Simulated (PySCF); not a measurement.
GeI, charge +1, multiplicity 1. Atoms are numbered in the order given.

```xyz
2

Ge     0.0000     0.0000    -1.5094
I      0.0000     0.0000     0.9113
```
Charge +1, spin multiplicity 1.

Coordinates come from a B3LYP-D3(BJ)/def2-TZVP optimisation. The spin state was assumed, not searched. The def2 effective core potentials stand for the cores of I; spin–orbit coupling is left out.

Method: HF/def2-TZVPD (PySCF).

The molecule is in vacuum.

The total energy is -2371.79379 hartree and the point group is C∞v. The highest occupied level is -16.35 eV. The lowest empty level is -6.08 eV and the orbital gap comes out as 10.27 eV. The dipole moment about the centre of nuclear charge is 4.22 D, the mean static polarisability is 54.3 bohr³ (8.05 Å³) and the polarisability, principal values is 42.1, 42.1, 78.7 bohr³.
